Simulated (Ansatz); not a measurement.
TaS(OSiH3)3 (TaSi₃SO₃H₉), 17 atoms. Hardware: 2 threads of AMD EPYC 7R13 on a shared host and a share (18 GiB) of an NVIDIA H100 80GB HBM3.

In the def2 sets Ta takes a core potential; there is no spin–orbit coupling. Correlated methods freeze 23 core orbitals; core or outer-core shells of Ta are correlated, in sets that lack core-valence functions.

Task: How many basis functions does each of these Ansatz runs have, and roughly what does it cost? RPA@PBE/def2-TZVP, charge 0 singlet, energy, from earlier orbitals; PBE0-D4/def2-TZVP, charge 1 doublet at the geometry of the charge 0 singlet, energy; HSE06-D4/def2-TZVP, charge 1 doublet at the geometry of the charge 0 singlet, energy, from earlier orbitals; PBE-D4/def2-TZVP, charge 0 triplet at the geometry of the charge 0 singlet, energy, from earlier orbitals; PBE-D4/def2-TZVP, charge 0 singlet, energy, from earlier orbitals; r2SCAN-D4/def2-TZVP, charge 0 triplet at the geometry of the charge 0 singlet, energy, from earlier orbitals; PBE0-D4/def2-TZVP, charge 1 doublet, energy, from earlier orbitals; CAM-B3LYP-D4/def2-TZVP, charge 0 singlet, energy, from earlier orbitals; r2SCAN-D4/def2-TZVP, charge 0 singlet, energy, from earlier orbitals; PBE0-D4/def2-TZVP, charge 0 triplet at the geometry of the charge 0 singlet, energy; CCSD(T)/def2-SVP, charge 0 singlet, energy, from earlier orbitals; r2SCAN-D4/def2-SVP, charge 1 doublet, relaxation, 12 steps.

Result: Other jobs shared the machine, so times can vary by a factor of up to 3.

```json
{"run": "r2SCAN-D4/def2-TZVP, charge 0 singlet, energy, from earlier orbitals", "functions": "335", "fitting or Cholesky vectors": "2203", "wall time": "13 s", "peak host memory (GiB)": "0.91"}
{"run": "PBE-D4/def2-TZVP, charge 0 singlet, energy, from earlier orbitals", "functions": "335", "fitting or Cholesky vectors": "2203", "wall time": "14 s", "peak host memory (GiB)": "0.86"}
{"run": "PBE0-D4/def2-TZVP, charge 1 doublet, energy, from earlier orbitals", "functions": "335", "fitting or Cholesky vectors": "2332", "wall time": "16 s", "peak host memory (GiB)": "1.1"}
{"run": "RPA@PBE/def2-TZVP, charge 0 singlet, energy, from earlier orbitals", "functions": "335", "fitting or Cholesky vectors": "2294", "wall time": "17 s", "peak host memory (GiB)": "1.5"}
{"run": "PBE-D4/def2-TZVP, charge 0 triplet at the geometry of the charge 0 singlet, energy, from earlier orbitals", "functions": "335", "fitting or Cholesky vectors": "2203", "wall time": "17 s", "peak host memory (GiB)": "1"}
{"run": "CAM-B3LYP-D4/def2-TZVP, charge 0 singlet, energy, from earlier orbitals", "functions": "335", "fitting or Cholesky vectors": "2264", "wall time": "18 s", "peak host memory (GiB)": "0.88"}
{"run": "PBE0-D4/def2-TZVP, charge 1 doublet at the geometry of the charge 0 singlet, energy", "functions": "335", "fitting or Cholesky vectors": "2332", "wall time": "19 s", "peak host memory (GiB)": "1.1"}
{"run": "CCSD(T)/def2-SVP, charge 0 singlet, energy, from earlier orbitals", "functions": "191", "fitting or Cholesky vectors": "1810", "wall time": "21 s", "peak host memory (GiB)": "0.81"}
{"run": "r2SCAN-D4/def2-TZVP, charge 0 triplet at the geometry of the charge 0 singlet, energy, from earlier orbitals", "functions": "335", "fitting or Cholesky vectors": "2203", "wall time": "22 s", "peak host memory (GiB)": "1.1"}
{"run": "PBE0-D4/def2-TZVP, charge 0 triplet at the geometry of the charge 0 singlet, energy", "functions": "335", "fitting or Cholesky vectors": "2332", "wall time": "26 s", "peak host memory (GiB)": "1.1"}
{"run": "HSE06-D4/def2-TZVP, charge 1 doublet at the geometry of the charge 0 singlet, energy, from earlier orbitals", "functions": "335", "fitting or Cholesky vectors": "2332", "wall time": "30 s", "peak host memory (GiB)": "1.1"}
{"run": "r2SCAN-D4/def2-SVP, charge 1 doublet, relaxation, 12 steps", "functions": "191", "fitting or Cholesky vectors": "2048", "wall time": "58 s", "peak host memory (GiB)": "0.9"}
```
